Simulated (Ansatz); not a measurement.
`[SH][In]([Cl])[Cl]` → Cl• + `[SH][In][Cl]`•  (homolysis of the Cl–In bond)

Program: Ansatz. Geometries: PBE0-D4/def2-TZVP. ΔE: electronic, gas phase. CCSD(T)/CBS is the MP2 limit (def2-TZVPP, def2-QZVPP) plus CCSD(T) − MP2 in def2-TZVPP, frozen cores. This one scheme is used for every species, atoms too. DFT in def2-TZVPP. B3LYP here is the variant with VWN-RPA as its local correlation; programs differ in this. HSE06 is defined as in plane-wave codes. Open shells (•) are unrestricted, without spin–orbit coupling. Spin–orbit coupling would lower the free atoms: a little for Cl. Elements past krypton have def2 core potentials. For In outer-core shells are correlated without core-valence functions, so the limit isn't a true one: a few kJ/mol of doubt a bond, and 10 to 20 or more in all where bonds break to atoms. Each species was taken in one conformer, which may not be the lowest.

```json
{"level": "LDA (SPW92)", "ΔE (kJ/mol)": "414.3", "difference from CCSD(T)/CBS": "33.1"}
{"level": "PBE-D4", "ΔE (kJ/mol)": "361.9", "difference from CCSD(T)/CBS": "-19.3"}
{"level": "revPBE-D4", "ΔE (kJ/mol)": "346.4", "difference from CCSD(T)/CBS": "-34.8"}
{"level": "r2SCAN-D4", "ΔE (kJ/mol)": "364.3", "difference from CCSD(T)/CBS": "-16.9"}
{"level": "B97M-V", "ΔE (kJ/mol)": "379.2", "difference from CCSD(T)/CBS": "-2.0"}
{"level": "PBE0-D4", "ΔE (kJ/mol)": "365.5", "difference from CCSD(T)/CBS": "-15.7"}
{"level": "B3LYP-D4", "ΔE (kJ/mol)": "345.2", "difference from CCSD(T)/CBS": "-36.0"}
{"level": "r2SCANh-D4", "ΔE (kJ/mol)": "363.0", "difference from CCSD(T)/CBS": "-18.2"}
{"level": "r2SCAN0-D4", "ΔE (kJ/mol)": "361.1", "difference from CCSD(T)/CBS": "-20.1"}
{"level": "HSE06-D4", "ΔE (kJ/mol)": "365.4", "difference from CCSD(T)/CBS": "-15.8"}
{"level": "BHLYP-D4", "ΔE (kJ/mol)": "348.2", "difference from CCSD(T)/CBS": "-33.0"}
{"level": "CAM-B3LYP-D4", "ΔE (kJ/mol)": "356.9", "difference from CCSD(T)/CBS": "-24.3"}
{"level": "ωB97M-V", "ΔE (kJ/mol)": "377.0", "difference from CCSD(T)/CBS": "-4.2"}
{"level": "B2PLYP", "ΔE (kJ/mol)": "354.5", "difference from CCSD(T)/CBS": "-26.7"}
{"level": "revPBE", "ΔE (kJ/mol)": "337.2", "difference from CCSD(T)/CBS": "-44.0"}
{"level": "BLYP", "ΔE (kJ/mol)": "325.2", "difference from CCSD(T)/CBS": "-56.0"}
{"level": "r2SCAN", "ΔE (kJ/mol)": "362.9", "difference from CCSD(T)/CBS": "-18.3"}
{"level": "PBE0", "ΔE (kJ/mol)": "361.0", "difference from CCSD(T)/CBS": "-20.2"}
{"level": "B3LYP", "ΔE (kJ/mol)": "337.3", "difference from CCSD(T)/CBS": "-43.9"}
{"level": "r2SCANh", "ΔE (kJ/mol)": "361.4", "difference from CCSD(T)/CBS": "-19.8"}
{"level": "r2SCAN0", "ΔE (kJ/mol)": "359.3", "difference from CCSD(T)/CBS": "-21.9"}
{"level": "HSE06", "ΔE (kJ/mol)": "361.0", "difference from CCSD(T)/CBS": "-20.2"}
{"level": "BHLYP", "ΔE (kJ/mol)": "340.7", "difference from CCSD(T)/CBS": "-40.5"}
{"level": "CAM-B3LYP", "ΔE (kJ/mol)": "352.0", "difference from CCSD(T)/CBS": "-29.2"}
{"level": "LC-ωPBE", "ΔE (kJ/mol)": "369.1", "difference from CCSD(T)/CBS": "-12.1"}
{"level": "RPA@PBE/def2-TZVPP", "ΔE (kJ/mol)": "325.8", "difference from CCSD(T)/CBS": "-55.4"}
{"level": "HF/def2-SVP", "ΔE (kJ/mol)": "269.9", "difference from CCSD(T)/CBS": "-111.3"}
{"level": "MP2/def2-SVP", "ΔE (kJ/mol)": "365.2", "difference from CCSD(T)/CBS": "-16.0"}
{"level": "CCSD/def2-SVP", "ΔE (kJ/mol)": "342.8", "difference from CCSD(T)/CBS": "-38.4"}
{"level": "CCSD(T)/def2-SVP", "ΔE (kJ/mol)": "347.3", "difference from CCSD(T)/CBS": "-33.9"}
{"level": "HF/def2-TZVPP", "ΔE (kJ/mol)": "273.5", "difference from CCSD(T)/CBS": "-107.7"}
{"level": "MP2/def2-TZVPP", "ΔE (kJ/mol)": "386.2", "difference from CCSD(T)/CBS": "5.0"}
{"level": "SCS-MP2/def2-TZVPP", "ΔE (kJ/mol)": "374.2", "difference from CCSD(T)/CBS": "-7.0"}
{"level": "CCSD/def2-TZVPP", "ΔE (kJ/mol)": "354.2", "difference from CCSD(T)/CBS": "-27.0"}
{"level": "CCSD(T)/def2-TZVPP", "ΔE (kJ/mol)": "363.6", "difference from CCSD(T)/CBS": "-17.6"}
{"level": "HF/def2-QZVPP", "ΔE (kJ/mol)": "273.8", "difference from CCSD(T)/CBS": "-107.4"}
{"level": "SCS-MP2/def2-QZVPP", "ΔE (kJ/mol)": "385.1", "difference from CCSD(T)/CBS": "3.9"}
{"level": "HF/CBS(def2)", "ΔE (kJ/mol)": "273.9", "difference from CCSD(T)/CBS": "-107.3"}
{"level": "MP2/CBS(def2)", "ΔE (kJ/mol)": "403.7", "difference from CCSD(T)/CBS": "22.5"}
{"level": "CCSD/CBS(def2)", "ΔE (kJ/mol)": "371.7", "difference from CCSD(T)/CBS": "-9.5"}
{"level": "CCSD(T)/CBS", "ΔE (kJ/mol)": "381.2", "difference from CCSD(T)/CBS": "0"}
```

Largest T1 diagnostic among the species: 0.018.

From r2SCAN to r2SCAN0 (25 % exact exchange), in def2-TZVPP and without D4, ΔE moves by −3.6 kJ/mol: exact exchange takes away binding that semilocal exchange gives to molecules. Leaving LDA and LC-ωPBE aside and taking each functional with its dispersion term where it has one, the values, not all of them listed here, spread over 45.3 kJ/mol, from BLYP-D4 to ωB97X-V. LDA lies +57.3 kJ/mol from PBE without D4, its usual overbinding.

CCSD(T)/CBS has its own doubt, a few kJ/mol and more with outer-core shells, so smaller differences from it don't rank the levels.
